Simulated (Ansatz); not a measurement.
Input and output for C2H10AlN, SMILES `[CH3][AlH-]([CH3])[NH3+]`.

```yaml
crystal:
  periodic: [false, false, false]
  atoms:
    - {symbol: C, position_ang: [-0.930458, 1.052034, -1.294199]}
    - {symbol: Al, position_ang: [-0.487363, 0.155828, 0.411721]}
    - {symbol: C, position_ang: [1.171895, 0.702987, 1.337517]}
    - {symbol: N, position_ang: [0.055794, -1.722420, -0.271673]}
    - {symbol: H, position_ang: [-1.740387, 0.556718, -1.841697]}
    - {symbol: H, position_ang: [-1.265644, 2.080000, -1.116922]}
    - {symbol: H, position_ang: [-0.071171, 1.122501, -1.971651]}
    - {symbol: H, position_ang: [-1.723435, -0.307002, 1.337815]}
    - {symbol: H, position_ang: [1.055482, 1.694632, 1.788725]}
    - {symbol: H, position_ang: [1.451137, 0.026889, 2.153601]}
    - {symbol: H, position_ang: [2.031586, 0.773391, 0.660583]}
    - {symbol: H, position_ang: [0.306133, -2.325845, 0.504759]}
    - {symbol: H, position_ang: [-0.715533, -2.158492, -0.766178]}
    - {symbol: H, position_ang: [0.848764, -1.680421, -0.903602]}
basis:
  gaussian: {orbitals: def2-TZVPP}
hamiltonian: {xc: {name: wPBEh}}
output: {forces: true}
```

```sh
$ ansatz run in.yaml --threads 4 --pin off --events-out ev --progress --plain --max-ram 10444MiB
```

It prints (some lines left out):

```
Functional definition: wPBEh
1405 factors; their error is unknown
129 factors; integrals over basis functions are off by at most 4.2e-7 eV
mean field evaluation 1: about -10303.1432 eV, gradient 8.9e1 eV
mean field evaluation 2: about -10290.7849 eV, gradient 1.1e2 eV
mean field evaluation 4: about -10320.0597 eV, gradient 3.5e0 eV
mean field evaluation 8: about -10320.0940 eV, gradient 2.7e-2 eV
mean field evaluation 16: about -10320.0976 eV, gradient 4.6e-5 eV
mean field -10320.09758045 eV, -379.2565908681 hartree, gradient 4.6e-5 eV, S^2 0.000000; 0 other end points of the search recorded, 0 dependent functions left out
reference -10320.09763140 eV, -379.2565927404 hartree; 21, 21 occupied and 254, 254 virtual orbitals, 1405 factors
Total energy: -10320.09763140 eV, -379.2565927404 hartree
Atom 0 at    -0.930458     1.052034    -1.294199 Å, force    -0.014819     0.018320    -0.024229 eV/Å
Atom 1 at    -0.487363     0.155828     0.411721 Å, force    -0.021402     0.013701     0.018862 eV/Å
Atom 2 at     1.171895     0.702987     1.337517 Å, force     0.022303     0.012220     0.022332 eV/Å
Atom 3 at     0.055794    -1.722420    -0.271673 Å, force     0.009078    -0.053962    -0.014600 eV/Å
Atom 4 at    -1.740387     0.556718    -1.841697 Å, force     0.021978     0.018909     0.007979 eV/Å
Atom 5 at    -1.265644     2.080000    -1.116922 Å, force     0.006529    -0.024873    -0.013219 eV/Å
Atom 6 at    -0.071171     1.122501    -1.971651 Å, force    -0.029166     0.002350     0.011625 eV/Å
Atom 7 at    -1.723435    -0.307002     1.337815 Å, force     0.013922     0.007707    -0.010077 eV/Å
Atom 8 at     1.055482     1.694632     1.788725 Å, force     0.011170    -0.025656    -0.007569 eV/Å
Atom 9 at     1.451137     0.026889     2.153601 Å, force    -0.000237     0.022563    -0.019851 eV/Å
Atom 10 at     2.031586     0.773391     0.660583 Å, force    -0.017577     0.000423     0.026033 eV/Å
Atom 11 at     0.306133    -2.325845     0.504759 Å, force    -0.009927     0.019721    -0.052109 eV/Å
Atom 12 at    -0.715533    -2.158492    -0.766178 Å, force     0.050800     0.009723     0.023145 eV/Å
Atom 13 at     0.848764    -1.680421    -0.903602 Å, force    -0.042653    -0.021148     0.031678 eV/Å
Dipole moment:     0.338310    -0.916283    -0.391991 e Å
```

Run time 3.7 s (4 threads of an Arm Neoverse V2 on a shared host); peak host memory 0.82 GiB.
